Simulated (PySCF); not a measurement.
MoCl4 (triplet state).
Structure used (PBE0-D3(BJ)/def2-SVP), in Å, numbered top down from 1:
```xyz
5
MoCl4 angstrom
Mo     0.0064   -0.0180    0.0093
Cl    -0.1104   -0.0464    2.2516
Cl     2.1505   -0.0344   -0.6367
Cl    -0.9771    1.8145   -0.8284
Cl    -0.9944   -1.8262   -0.8579
```

Method: PBE0-D3(BJ)/def2-SVP geometry optimisation, gas phase, def2 core potentials past Kr (PySCF).

**Question.** Which atoms are bound to Mo1, and at what distances?

**Answer.** 4 atoms: Cl3 2.239 Å, Cl5 2.241 Å, Cl4 2.242 Å, Cl2 2.245 Å.

**Question.** List the angles at Mo1.

**Answer.** 
```csv
angle,degrees,distance of the outer atoms (Å)
Cl2–Mo1–Cl4,111.1,3.70
Cl2–Mo1–Cl5,110.7,3.69
Cl2–Mo1–Cl3,109.7,3.67
Cl4–Mo1–Cl5,108.6,3.64
Cl3–Mo1–Cl4,108.6,3.64
Cl3–Mo1–Cl5,108.1,3.63
```

**Question.** What is the shape at Mo1?

**Answer.** Tetrahedral: angles from 108.1° to 111.1°; τ4 = (360° − α − β)/141° = 0.98 with α and β the two widest (0 for a square, 1 for a tetrahedron).

Charge 0, triplet. ⟨S²⟩ = 2.011 (exact for a triplet: 2.00). No frequency check.

The run took 1.8 min wall on one thread, Arm Neoverse V2 (aarch64), no GPU, shared host, and the process peaked at 0.48 GiB of memory. That covers the optimisation of the geometry.
